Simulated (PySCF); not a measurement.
# Continuum solvent and chemical shifts

Bonds (- single, = double, # triple, : aromatic): C1:C2, C2:C3, C3-C4, C4=C5, C5-C6, C6-C7, C7-C8, C5-C9, C9=C10, C10-N11, N11:C12, C12:C1, N11:C3, C8-C6. C1 carries H13; C2 carries H14; C4 carries H15; C6 carries H16; C7 carries H17, H18; C8 carries H19, H20; C9 carries H21; C10 carries H22; C12 carries H23. H17, H19 are cis to C5 on the ring; H18, H20 are trans to C5 on the ring.

GIAO PBE0/pcSseg-1 in PySCF 2.14 on one PBE0-D3(BJ)/def2-SVP conformer, non-relativistic, equivalent nuclei averaged. Solvents enter as an IEF-PCM continuum (cyclohexane with ε = 2.0, dimethylsulfoxide with ε = 46.8) around the gas-phase geometry. Shifts are referred to TMS computed in the same medium.

In cyclohexane, δ in ppm: C5 140.3, C3 138.1, C10 128.7, C1 120.7, C9 118.8, C4 114.2, C12 114.1, C2 101.8, C6 16.4, C7/C8 15.3, H22 7.93, H23 7.33, H13 6.95, H15 6.69. Dipole moment 1.88 D.

Q: How does each δ change in the more polar medium?

A: 
```tsv
atoms	environment	Δδ, dimethylsulfoxide
C5	substituted aromatic carbon	+2.0
C3	ring-fusion aromatic carbon	+0.6
C10	aromatic CH next to a ring nitrogen	+1.9
C1	aromatic CH	0.0
C9	aromatic CH	+0.9
C4	aromatic CH	+0.4
C12	aromatic CH next to a ring nitrogen	+1.6
C2	aromatic CH	-0.6
C6	three-membered-ring carbon	+0.1
C7/C8	three-membered-ring carbon	+0.4
H22	hydrogen on an aromatic CH next to a ring nitrogen	+0.28
H23	hydrogen on an aromatic CH next to a ring nitrogen	+0.22
H13	hydrogen on an aromatic CH	+0.09
H15	hydrogen on an aromatic CH	+0.18
```

Changes are relative to cyclohexane. The dipole moment becomes 2.33 D in dimethylsulfoxide.

Q: Which nuclei move most (in ppm), and what does the model miss?

A: C5 (substituted aromatic carbon, +2.0 ppm) and C10 (aromatic CH next to a ring nitrogen, +1.9 ppm) in dimethylsulfoxide. A continuum only polarises the solute; specific hydrogen bonds, the anisotropy of aromatic solvents and changes of geometry or conformer are outside it.
